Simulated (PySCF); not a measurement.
Ge(OH)3(NH2) (GeH₅NO₃), SMILES [OH][Ge]([OH])([OH])[NH2].

Coordinates come from a ωB97X-D3(BJ)/def2-SVP optimisation. The structure was generated by enumeration, and PubChem lists no compound with its InChIKey, so it may never have been made. Other conformers were not sampled.

Vertical ionisation energy (IE) and electron affinity (EA) in eV. Rows of orbital energies are one-electron estimates. Where ΔSCF, EOM or ADC give a negative EA the extra electron is unbound and the value depends on the basis.

| level | IE | EA |
|---|---|---|
| −ε(HOMO), −ε(LUMO), CAM-B3LYP/def2-TZVP (PySCF) | 9.39 | -0.82 |
| −ε(HOMO), −ε(LUMO), PBE/def2-TZVP (PySCF) | 6.34 | 0.93 |
